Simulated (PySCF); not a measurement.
Compound: NbS(NH2)3 (singlet state).
Bonds: Nb1–S2, Nb1–N3, Nb1–N6, Nb1–N9. Hydrogens: H4, H5 on N3; H7, H8 on N6; H10, H11 on N9.

Method used: PBE0-D3(BJ)/def2-SVP geometry optimisation, gas phase, def2 core potentials past Kr (PySCF 2.14.0).

(1) How far are the bound atoms from Nb1?

(2) List the angles at Nb1.

(3) What is the shape at Nb1?

(4) What are the other bond lengths?

Answers

(1) 4 atoms: N3 1.969 Å, N6 1.970 Å, N9 1.970 Å, S2 2.151 Å. The nearest atom not counted as bound is H4, at 2.69 Å (others tie with it).

(2) 
```tsv
angle	degrees	distance of the outer atoms (Å)
S2–Nb1–N9	109.7	3.37
S2–Nb1–N3	109.6	3.37
S2–Nb1–N6	109.5	3.37
N6–Nb1–N9	109.5	3.22
N3–Nb1–N6	109.3	3.21
N3–Nb1–N9	109.2	3.21
```

(3) Tetrahedral: angles from 109.2° to 109.7°; τ4 = (360° − α − β)/141° = 1.00 with α and β the two widest (0 for a square, 1 for a tetrahedron).

(4) N3–H4 and 5 like bonds 1.017 Å.

Charge 0, singlet. No frequency check.
